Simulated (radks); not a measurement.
The numbers below are computed, except where a source is named.
Species: Ge3+. Configuration: [Ar] 3d10 4s0.75 4f0.25 (fractional occupations, a model configuration). Code: a radial shooting solver on a logarithmic mesh with Libxc functionals. Model: scalar-relativistic Kohn-Sham, r2SCAN, spin-polarised, spherical densities, finite nucleus; open shells are filled with parallel spins first; meta-GGA in the generalised Kohn-Sham scheme; Fermi nuclear charge, rms radius 4.0742 fm.

Radial electron density D(r) = 4 pi r^2 rho(r):

r (bohr)  D(r) (e/bohr)  spin D(r)
0.005056          5.864    0.00343
0.005886          7.473    0.00435
0.006798          9.328    0.00540
0.007851          11.54    0.00664
0.009067          14.13    0.00807
0.01056           17.27    0.00975
0.01219           20.59     0.0114
0.01408           24.17     0.0132
0.01639           28.06     0.0148
0.01893           31.63     0.0161
0.02186           34.84     0.0167
0.02525           37.36     0.0165
0.02939           38.98     0.0151
0.03394           39.32     0.0125
0.0392            38.46    0.00887
0.04563           36.53    0.00452
0.0527            34.27   0.000949
0.06086           32.38  -0.000631
0.07029           31.69    0.00132
0.08183           32.89    0.00829
0.0945            35.92     0.0193
0.1091            40.05     0.0319
0.1271            44.07     0.0418
0.1467            45.81     0.0420
0.1695            44.36     0.0296
0.1957            39.66    0.00645
0.2278            32.69    -0.0194
0.2631            26.58    -0.0307
0.3039            23.12    -0.0184
0.3538            23.19     0.0177
0.4086            25.71     0.0544
0.4718            28.27     0.0664
0.5449            28.70     0.0413
0.6344            25.95   -0.00781
0.7326            21.02    -0.0336
0.8461            15.28    0.00396
0.985             9.818      0.129
1.138             5.966      0.301
1.314             3.465      0.464
1.517             1.997      0.557
1.766             1.134      0.543
2.04             0.6617      0.439
2.356            0.3699      0.298
2.743            0.1888      0.171
3.167            0.1047      0.101
3.658           0.07371     0.0731
4.224           0.06588     0.0658
4.918           0.05999     0.0600
5.68            0.04793     0.0479
6.559           0.03110     0.0311
7.636           0.01492     0.0149
8.819          0.005482    0.00548
10.18          0.001436    0.00144
11.76         0.0002573   0.000257

D(r) has 3 maxima, at r = 0.0329, 0.148, 0.519 bohr, and minima at 0.0697, 0.327 bohr, inside which lie 2.09, 10.97 electrons.
